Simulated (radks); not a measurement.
Results of a calculation; reference values are marked as such.
Task: Valence configurations of O+ (all share [He]). Level of theory: scalar-relativistic Kohn-Sham, r2SCAN, spin-unpolarised, spherical densities, finite nucleus; meta-GGA in the generalised Kohn-Sham scheme; Fermi nuclear charge, rms radius 2.6991 fm (a radial shooting solver on a logarithmic mesh with Libxc functionals). Order these by energy: 2s0.5 2p4.5; 2s1 2p4; 2p5; 2s2 2p3; 2s1.5 2p3.5.

Result: From the lowest, in eV above it: 2s2 2p3 0.000; 2s1.5 2p3.5 8.191; 2s1 2p4 16.370; 2s0.5 2p4.5 24.532; 2p5 32.674. NIST lists [He] 2s2 2p3 as the ground configuration; this level of theory agrees among the configurations tried. The energies are those of spherical spin-averaged densities, not of single terms.
